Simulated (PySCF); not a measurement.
# One molecule, a ladder of functionals, a line

Molecule: SMILES C[C@@H]([SiH3])B(F)F, C$_{2}$H$_{7}$BF$_{2}$Si.

Bonds (- single, = double, # triple, : aromatic): C1-C2 1.532 Å, C2-Si3 1.902 Å, C2-B4 1.552 Å, B4-F5 1.323 Å, B4-F6 1.324 Å. C1 carries H7, H8, H9; C2 carries H10; Si3 carries H11, H12, H13. Stereochemistry as in C[C@@H]([SiH3])B(F)F.

GIAO shieldings (ppm, equivalent atoms averaged) in PySCF on the PBE0-D3(BJ)/def2-SVP geometry, basis pcSseg-1, gas phase, non-relativistic:

| functional | exact exchange (%) | σ(C2) | σ(Si3) | σ(B4) | σ(F5/F6) |
| --- | --- | --- | --- | --- | --- |
| BLYP | 0 | 169.5 | 384.5 | 63.9 | 228.9 |
| BP86 | 0 | 174.7 | 393.8 | 66.9 | 229.5 |
| PBE | 0 | 175.1 | 395.3 | 66.3 | 226.6 |
| B3LYP | 20 | 175.2 | 396.6 | 67.6 | 244.2 |
| PBE0 | 25 | 181.6 | 409.7 | 70.9 | 246.2 |
| BHandHLYP | 50 | 182.3 | 414.3 | 73.3 | 264.3 |
| HF | 100 | 192.7 | 445.2 | 84.1 | 293.5 |

(1) Fit each shielding as a line in the percentage of exact exchange.

(2) What does the line predict for mPW1PW91 (25 %), and what does the run give?

Results:

(1) σ(C2) = 173.3 + 0.19 x (rms 2.3 ppm); σ(Si3) = 390.8 + 0.53 x (rms 4.4 ppm); σ(B4) = 65.4 + 0.18 x (rms 1.2 ppm); σ(F5/F6) = 229.3 + 0.66 x (rms 1.6 ppm). The functionals also differ in their semilocal parts, which the line can't hold; Hartree–Fock has no correlation at all.

(2) σ(C2): 178.1 predicted, 180.8 computed; σ(Si3): 404.1 predicted, 407.5 computed; σ(B4): 69.9 predicted, 70.9 computed; σ(F5/F6): 245.8 predicted, 247.4 computed ppm.
